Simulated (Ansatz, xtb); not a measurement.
# Ranking isomers of C4H11BO

5 gas-phase structures of C4H11BO, from a drawn sample of its isomers (lower ones may exist). Each was relaxed with GFN2-xTB; where two conformers were screened, the lower at r2SCAN-D4/def2-SVP is listed:

A. `CBOC(C)C`, a singlet
B. `BOC(C)(C)C`, a singlet
C. `BOCCCC`, a singlet
D. `CCB(O)CC`, a singlet
E. `CCBOCC`, a singlet

Problem. Which do you expect lowest at r2SCAN-D4/def2-SVP, and how would the others follow?

Solution. Calculated order at r2SCAN-D4/def2-SVP: D (0.0), A (43.4), E (67.9), B (94.6), C (115.1) kJ/mol.

Energies above the lowest of each column, in kJ/mol; the last columns are at B3LYP-D3(BJ)/def2-SVP geometries and were run for some of them only (a dash: not run or not comparable):

| structure | GFN2-xTB | HF/STO-3G | r2SCAN-D4/def2-SVP | B3LYP-D3(BJ)/def2-SVP | CCSD(T)/def2-SVP + ΔMP2/def2-TZVPP |
| --- | --- | --- | --- | --- | --- |
| D | 54.0 | 0.0 | 0.0 | 0.0 | 0.0 |
| A | 20.7 | 1.4 | 43.4 | 41.8 | 48.7 |
| E | 42.5 | 19.2 | 67.9 | 63.9 | 73.3 |
| B | 0.0 | 49.9 | 94.6 | – | – |
| C | 17.7 | 53.1 | 115.1 | – | – |

CCSD(T)/def2-SVP + ΔMP2/def2-TZVPP puts D lowest of those it was run on; GFN2-xTB picks B. Flexible structures stand in one conformer each, not always the lowest. Frequencies (GFN2-xTB) were run for A, D, E alone. ΔMP2 is the change of the MP2 energy from the smaller to the larger basis.

Over these structures GFN2-xTB departs from r2SCAN-D4/def2-SVP by 47.0 kJ/mol on average once a common shift is removed. A GFN2-xTB relaxation took about 0.27 s and the r2SCAN-D4/def2-SVP energy about 2.1 s on a shared host (Ansatz 0.2.0, xtb 6.7.1).
